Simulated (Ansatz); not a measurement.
Calculated with Ansatz (gas phase, PBE0-D4/def2-TZVP geometries, no zero-point term in ΔE). CCSD(T)/CBS adds triple-zeta CCSD(T) − MP2 to the extrapolated MP2 energy (def2 sets, frozen cores). DFT in def2-TZVPP. B3LYP here is the variant with VWN-RPA as its local correlation; programs differ in this. def2 core potentials past Kr. For Sn outer-core shells are correlated without core-valence functions, which leaves a few kJ/mol of doubt a bond. One conformer a species, not always the lowest.

Consider the substitution at a C–N bond: `C=C(N)NC` + `C[O][Sn][OH]` → `C[O][Sn][O]C` + `C=C(N)N`.

| level | ΔE (kJ/mol) |
| --- | --- |
| B3LYP | 23.1 |
| SCS-MP2/def2-QZVPP | 29.5 |

Task: What does CCSD(T)/CBS give? (Best estimate.)

Result: Computed: +29.4 kJ/mol. The listed levels differ from it by -6.3, 0.1 kJ/mol.

Largest T1 diagnostic among the species: 0.017.

In def2-TZVPP, CCSD(T) changes the Hartree–Fock value by +9.4 kJ/mol (the triples alone add +0.8 kJ/mol) and MP2 by +12.6 kJ/mol.
